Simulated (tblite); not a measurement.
Isomers of C5H3N3. Calculated harmonic vibrations of the isolated species, GFN2-xTB (tblite), most abundant isotopes, no scaling. Errors from tens to a few hundred cm⁻¹ against measured bands are possible. One conformer each.

Electronic energies: GFN2-xTB at the same geometries; isomer energies are rough at this level and their order can be wrong.

```tsv
SMILES	electronic energy, lowest = 0 (kJ/mol)
C#Cc1cnnnc1	152.0
C#Cc1ccnnn1	156.7
C#Cc1ncncn1	0.0
N#CCC(C#N)C#N	120.2
C#Cc1cnncn1	98.7
CC(C#N)(C#N)C#N	132.7
```

Question: How do GFN2-xTB zero-point energies change the relative energies?

Answer: 
| SMILES | ZPE (kJ/mol) | of it from modes above 1550 cm⁻¹ | electronic (kJ/mol) | with ZPE, lowest = 0 (kJ/mol) | lowest mode (cm⁻¹) | rings |
| --- | --- | --- | --- | --- | --- | --- |
| C#Cc1ncncn1 | 185.6 | 79.5 | 0.0 | 0.0 | 103 | 1 |
| C#Cc1cnncn1 | 183.5 | 70.5 | 98.7 | 96.6 | 68 | 1 |
| N#CCC(C#N)C#N | 183.7 | 96.3 | 120.2 | 118.3 | 49 | 0 |
| CC(C#N)(C#N)C#N | 183.1 | 97.9 | 132.7 | 130.1 | 110 | 0 |
| C#Cc1cnnnc1 | 182.4 | 70.4 | 152.0 | 148.8 | 92 | 1 |
| C#Cc1ccnnn1 | 182.4 | 70.5 | 156.7 | 153.5 | 100 | 1 |

The zero-point energies span 3.2 kJ/mol, from `C#Cc1ccnnn1` to `C#Cc1ncncn1`. The order is unchanged.

Question: What do entropy and thermal enthalpy add at 298.15 K and 1 bar (rigid rotor, harmonic oscillator, one conformer each)?

Answer: 
```json
{"SMILES": "C#Cc1ncncn1", "point group": "C2v", "symmetry number": "2", "S (J/(mol K))": "333.6", "H − H(0) (kJ/mol)": "19.91", "ZPE + H − H(0) − TS (kJ/mol)": "106.1"}
{"SMILES": "C#Cc1cnncn1", "point group": "Cs", "symmetry number": "1", "S (J/(mol K))": "345.0", "H − H(0) (kJ/mol)": "20.38", "ZPE + H − H(0) − TS (kJ/mol)": "101.0"}
{"SMILES": "N#CCC(C#N)C#N", "point group": "C1", "symmetry number": "1", "S (J/(mol K))": "372.4", "H − H(0) (kJ/mol)": "23.40", "ZPE + H − H(0) − TS (kJ/mol)": "96.1"}
{"SMILES": "CC(C#N)(C#N)C#N", "point group": "C3v", "symmetry number": "3", "S (J/(mol K))": "363.5", "H − H(0) (kJ/mol)": "24.43", "ZPE + H − H(0) − TS (kJ/mol)": "99.1"}
{"SMILES": "C#Cc1cnnnc1", "point group": "C2v", "symmetry number": "2", "S (J/(mol K))": "337.1", "H − H(0) (kJ/mol)": "20.34", "ZPE + H − H(0) − TS (kJ/mol)": "102.3"}
{"SMILES": "C#Cc1ccnnn1", "point group": "Cs", "symmetry number": "1", "S (J/(mol K))": "342.1", "H − H(0) (kJ/mol)": "20.28", "ZPE + H − H(0) − TS (kJ/mol)": "100.7"}
```
